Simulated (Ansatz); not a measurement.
The cluster TaGe₁₂. The state is a doublet with charge 0. Geometry PBE-D4/def2-SVP.

```tsv
atom	x (Å)	y (Å)	z (Å)
Ta1	0.420	-0.304	0.238
Ge2	-1.729	0.098	-1.308
Ge3	-0.880	1.984	0.600
Ge4	-3.774	1.564	-0.115
Ge5	-3.706	0.917	-2.467
Ge6	2.257	-1.953	1.290
Ge7	-1.946	-0.310	1.443
Ge8	4.612	-0.990	1.019
Ge9	2.463	0.674	1.563
Ge10	1.763	-2.610	-1.140
Ge11	-2.925	2.000	2.166
Ge12	0.440	-0.805	-2.420
Ge13	3.005	-0.265	-0.871
```

In the def2 sets Ta takes a core potential; there is no spin–orbit coupling. Single mean-field runs in def2-SVP, def2-TZVP are fitted with def2-universal-jkfit. The structure comes from a short search, and lower isomers may exist.

Problem. Estimate the α-spin orbital energies around the gap (eV) in Ansatz with LDA (SPW92)/def2-TZVP, PBE-D4/def2-TZVP, r2SCAN-D4/def2-TZVP, PBE0-D4/def2-SVP, PBE0-D4/def2-TZVP.

Solution. 
| orbital | LDA (SPW92)/def2-TZVP | PBE-D4/def2-TZVP | r2SCAN-D4/def2-TZVP | PBE0-D4/def2-SVP | PBE0-D4/def2-TZVP |
| --- | --- | --- | --- | --- | --- |
| HOMO−9 | -6.50 | -6.30 | -6.58 | -7.24 | -7.14 |
| HOMO−8 | -6.43 | -6.24 | -6.53 | -7.14 | -7.06 |
| HOMO−7 | -6.35 | -6.16 | -6.45 | -7.09 | -7.00 |
| HOMO−6 | -6.19 | -6.00 | -6.30 | -6.92 | -6.84 |
| HOMO−5 | -6.02 | -5.82 | -6.10 | -6.66 | -6.58 |
| HOMO−4 | -5.79 | -5.60 | -5.89 | -6.51 | -6.45 |
| HOMO−3 | -5.66 | -5.48 | -5.76 | -6.35 | -6.29 |
| HOMO−2 | -5.57 | -5.38 | -5.64 | -6.19 | -6.11 |
| HOMO−1 | -5.42 | -5.24 | -5.49 | -6.04 | -5.96 |
| HOMO | -4.88 | -4.72 | -5.03 | -5.50 | -5.42 |
| LUMO | -4.00 | -3.78 | -3.90 | -3.38 | -3.30 |
| LUMO+1 | -3.97 | -3.73 | -3.75 | -3.22 | -3.13 |
| LUMO+2 | -3.76 | -3.54 | -3.61 | -3.07 | -2.99 |
| LUMO+3 | -3.51 | -3.29 | -3.35 | -2.84 | -2.77 |
| LUMO+4 | -3.39 | -3.18 | -3.25 | -2.70 | -2.63 |
| LUMO+5 | -3.03 | -2.82 | -2.86 | -2.33 | -2.26 |
| β HOMO | -5.36 | -5.16 | -5.38 | -5.89 | -5.81 |
| β LUMO | -4.66 | -4.39 | -4.40 | -4.01 | -3.91 |
